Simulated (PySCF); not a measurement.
SMILES c1c[se]c(Sc2cnccc2)c1 (C9H7NSSe), GFN2-xTB optimised geometry. Atoms within 1.6 Å of the plane z = 0.0 Å (x, y, z in Å): C1 (-2.07, -2.36, 0.00), C2 (-2.73, -1.14, 0.00), N3 (-2.10, 0.02, 0.02), C4 (-0.78, 0.03, 0.02), C5 (-0.02, -1.14, 0.00), S6 (1.75, -1.13, 0.02), C7 (2.11, 0.42, -0.73), C8 (2.97, 1.34, -0.23), C9 (3.18, 2.47, -1.06), C12 (-0.69, -2.36, 0.00), H13 (-2.62, -3.29, -0.01), H14 (-3.81, -1.08, 0.00), H15 (-0.32, 1.01, 0.05), H16 (3.44, 1.23, 0.74), H17 (3.81, 3.29, -0.77), H19 (-0.13, -3.28, 0.00).

Level of theory: PBE0/def2-SVP (PySCF). Cells within 0.4 Å of a nucleus heavier than hydrogen are left out (blank, or x).

Map of the Laplacian of the electron density (e/bohr⁵), clipped to [-1.50, 1.50] on the plane z = 0.0 Å:

```
|555555555555555555555555555|
|555555555555555555555555555|
|555555555555555555555555555|
|555555555555555555555555555|
|555555555555555555555555555|
|555555555555555555555555555|
|555555555555555555555555555|
|555555555555555555555555555|
|555555555555555555555555555|
|555555555555555555555555555|
|5555555555555555555xx555555|
|555555555555045555444555555|
|555555550455155555555555555|
|55555555xx1xx55555555555555|
|555555550554145544455555555|
|5555502x36553x339x755555555|
|5555533x35553x349x555555555|
|555555541555145543455555555|
|55555555xx2xx55555555555555|
|555555541544145555555555555|
|555555502555205555555555555|
|555555555555555555555555555|
|555555555555555555555555555|
|555555555555555555555555555|
|555555555555555555555555555|
|555555555555555555555555555|
|555555555555555555555555555|
```
Scale: ten equal steps from -1.50 (start of '0') to 1.50 (end of '9'), in the order '0123456789'; x runs from -6.00 to 6.00, y from -6.00 (bottom) to 6.00 (top).
